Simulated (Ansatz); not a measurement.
Total energies of [SnH5]- (SnH₅⁻) from Ansatz at PBE-D4/def2-TZVPD, gas phase (1 Eh = 27.2114 eV = 2625.5 kJ/mol). The reference geometry is relaxed at PBE0-D4/def2-TZVPD.

```tsv
atom	x (Å)	y (Å)	z (Å)
Sn1	0.000	0.000	0.000
H2	1.084	-0.596	1.410
H3	-1.085	0.596	-1.410
H4	0.487	1.666	0.330
H5	-1.419	-0.681	0.803
H6	0.932	-0.985	-1.133
```

| state | geometry | energy (Eh) |
| --- | --- | --- |
| charge -1 singlet | reference | -217.22304 |
| charge 0 doublet | reference | -217.14519 |
| charge 0 doublet | relaxed at PBE0-D4/def2-TZVPD | -217.15030 |

In the def2 sets Sn takes a core potential; there is no spin–orbit coupling.

Q: Work out the vertical ionisation energy to the doublet.

A: E(charge 0 doublet) − E(charge -1 singlet) = -217.14519 − (-217.22304) = 0.07785 Eh = 2.12 eV. For comparison, −ε of the highest occupied level is -0.61 eV at this level, 2.73 eV less.

Q: How much does the charge 0 doublet relax, and what is the adiabatic ionisation energy?

A: Relaxation: -217.14519 − (-217.15030) = 0.00511 Eh = 0.14 eV. Adiabatic ionisation energy: 0.07274 Eh = 1.98 eV, without zero-point energy. Bonds change on the way (1 lost, 0 formed), so the relaxed form is another species. 

At PBE-D4/def2-TZVPD the highest occupied level of the charge -1 singlet lies above zero (up to 0.61 eV). By energy differences its removal costs 2.12 eV (vertical, to the charge 0 doublet, at PBE-D4/def2-TZVPD); a positive level beside a positive removal energy at the same level points to self-interaction error.
